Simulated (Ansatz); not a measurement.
Reaction (ligand exchange at the Si–O bond): `[SiH3][O][In]([SH])[Br]` + `[OH][Al]([Cl])[Cl]` → `[SiH3][O][Al]([Cl])[Cl]` + `[OH][In]([SH])[Br]`

Program: Ansatz. Geometries: PBE0-D4/def2-TZVP. ΔE: electronic, gas phase. CCSD(T)/CBS is the MP2 limit (def2-TZVPP, def2-QZVPP) plus CCSD(T) − MP2 in def2-TZVPP, frozen cores. Elements past krypton have def2 core potentials. For Br, In outer-core shells are correlated without core-valence functions, which leaves a few kJ/mol of doubt a bond. Scalar relativity is left out up to krypton. Each species was taken in one conformer, which may not be the lowest.

| level | ΔE (kJ/mol) |
| --- | --- |
| MP2/def2-TZVPP | -4.5 |
| SCS-MP2/def2-QZVPP | -5.8 |

(1) What does CCSD(T)/CBS give? (An estimate is asked.)

Largest T1 diagnostic among the species: 0.013.

## Answers

(1) Computed: -4.9 kJ/mol. The listed levels differ from it by 0.4, -0.9 kJ/mol.

In def2-TZVPP, CCSD(T) changes the Hartree–Fock value by +5.1 kJ/mol (the triples alone add +1.0 kJ/mol) and MP2 by +5.7 kJ/mol.
